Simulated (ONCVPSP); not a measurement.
## palladium, ONCV: configuration errors across variants

palladium, optimised norm-conserving Vanderbilt (ONCV), made with ONCVPSP 4.0.1 (PBEsol, fully relativistic). Core [Kr], reference 4d9 5s1. Waves: 5s: rc 2.35 bohr, ncon 5, nbas 9, qcut 2.9 1/bohr, 2 projectors, debl 0.9 Ha; p scattering state at 0.39 Ha: rc 2.15 bohr, ncon 4, nbas 7, qcut 3.3 1/bohr, 2 projectors, debl 3.8 Ha; 4d: rc 1.35 bohr, ncon 5, nbas 9, qcut 8.5 1/bohr, 3 projectors, debl 0.5 Ha. Local part: polynomial inside 1.30 bohr (lpopt 3, dvloc0 1 Ha). Core correction: Teter function fitted to the true core (icmod 2), fcfact 0.3.

Open shells are filled in proportion to 2j + 1.

All-electron excitation energies from the reference (eV): (1) 4d10 5s0 -1.513; (2) 4d9 5s0 7.612; (3) 4d8 5s0 28.430; (4) 4d9 5s0 5p1 3.797.

1 further variants failed, have other tests or too few solved ones, and are left out.

A true bound ghost makes a file unfit for plane-wave use even where its test errors are small: the radial tests pick states by their node count and pass the ghost by.

Errors AE − PS in meV (a dash: test not solved or not reliable):

```csv
change,(1),(2),(3),(4),bound ghosts,GHOST(+) flags above zero
base,-46,-8.1,-14,+7.7,"s, d5/2, d3/2","p3/2, d5/2, p1/2, d3/2"
p: rc 1.92,-46,-8.1,-14,+13,"s, d5/2, d3/2","p3/2, d5/2, p1/2, d3/2"
p: rc 2.22,-46,-8.1,-14,+7.3,"s, d5/2, d3/2","p3/2, d5/2, p1/2, d3/2"
p: rc 2.56,-46,-8.1,-14,+6.6,"s, d5/2, d3/2","p3/2, d5/2, p1/2, d3/2"
p: rc 2.74,-46,-8.1,-14,-2.5,"s, d5/2, d3/2","p3/2, d5/2, p1/2, d3/2"
```

**Question.** Give the same row for: p: rc 3.16.

**Answer.** -46, -8.1, -14, -2.2; bound ghosts: s, d5/2, d3/2; GHOST(+) flags above zero: p3/2, d5/2, p1/2, d3/2.
